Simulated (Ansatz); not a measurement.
Reactions of C$_{2}$H$_{4}$GeO, SMILES `C#[C][GeH2][OH]`.

Calculated with Ansatz (gas phase, PBE0-D4/def2-TZVP geometries, no zero-point term in ΔE). CCSD(T)/CBS adds triple-zeta CCSD(T) − MP2 to the extrapolated MP2 energy (def2 sets, frozen cores). This one scheme is used for every species, atoms too. DFT in def2-TZVPP. Open shells (•) are unrestricted, without spin–orbit coupling. Spin–orbit coupling would lower the free atoms: a little for C, O; clearly for Ge. def2 core potentials past Kr. For Ge, I, Sb outer-core shells are correlated without core-valence functions, so the limit isn't a true one: a few kJ/mol of doubt a bond, and 10 to 20 or more in all where bonds break to atoms. Scalar relativity is left out up to krypton. One conformer a species, not always the lowest.

```csv
reaction,ωB97X-V (kJ/mol),CCSD(T)/CBS(def2) (kJ/mol)
`C#[C][GeH2][OH]` + HI → `[OH][GeH2][I]` + `C#C`,-73,-74
`C#[C][GeH2][OH]` → `[GeH3][C]1=CO1`,283,296
`C#[C][GeH2][OH]` + `N[SiH](O)F` → `[OH][GeH2][NH][SiH](O)F` + `C#C`,-21,-21
`C#[C][GeH2][OH]` + CH₄ → `C#[C][GeH2][CH3]` + H₂O,39,31
`C#[C][GeH2][OH]` → 2 C• + Ge• + 4 H• + O•,2981,2996
`C#[C][GeH2][OH]` + `SS` → `[OH][GeH2][S]S` + `C#C`,-39,-40
`C#[C][GeH2][OH]` + HCl → `C#[C][GeH2][Cl]` + H₂O,-48,-50
`C#[C][GeH2][OH]` + `NC=O` → `N[C](=O)[GeH2][OH]` + `C#C`,30,31
`C#[C][GeH2][OH]` + `[SbH3]` → `C#[C][GeH2][SbH2]` + H₂O,-22,-37
`C#[C][GeH2][OH]` + `CC=N` → `C#C/N=C\C` + `[OH][GeH3]`,54,64
```

Largest T1 diagnostic: 0.019, for `[GeH3][C]1=CO1`.
